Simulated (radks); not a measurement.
Values are calculated unless marked as measured or tabulated.
Question: Species: O0.5+. Configuration: [He] 2s(up 1, down 0.5) 2p4 (fractional occupations, a model configuration). Code: a radial shooting solver on a logarithmic mesh with Libxc functionals. Model: non-relativistic Kohn-Sham, PBEsol, spin-polarised, spherical densities, point nucleus; open shells are filled with parallel spins first. Some entries of the table are withheld. Estimate them.

orbital  occ.  eigenvalue (eV)  <1/r> (bohr^-1)
1s up       1              (1)              (2)
1s down     1              (3)              (4)
2s up       1         -33.0509            1.320
2s down   0.5         -28.4416            1.276
2p up       3         -18.0176            1.180
2p down     1         -13.6155            1.114

Answer: 
(1) 1s up eigenvalue (eV): -521.5001
(2) 1s up <1/r> (bohr^-1): 7.603
(3) 1s down eigenvalue (eV): -519.6980
(4) 1s down <1/r> (bohr^-1): 7.616
